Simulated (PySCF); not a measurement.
GaHBr2, SMILES [Br][GaH][Br]. The structure is a stationary point at PBE0-D3(BJ)/def2-SVP.

### Question
Give the equilibrium geometry at PBE0-D3(BJ)/def2-SVP (PySCF confirms it by a frequency run) as bond lengths and angles, and its point group. (Estimate from the structure and the level; the computed values follow.)

### Answer
point group C2v.
Atoms: Ga1 H2 Br3 Br4. Bonds (Å): Ga1–H2 1.550, Ga1–Br3 2.277, Ga1–Br4 2.277. Angles (°): H2–Ga1–Br3 121.9, H2–Ga1–Br4 121.9, Br3–Ga1–Br4 116.2.
Charge 0, spin multiplicity 1.
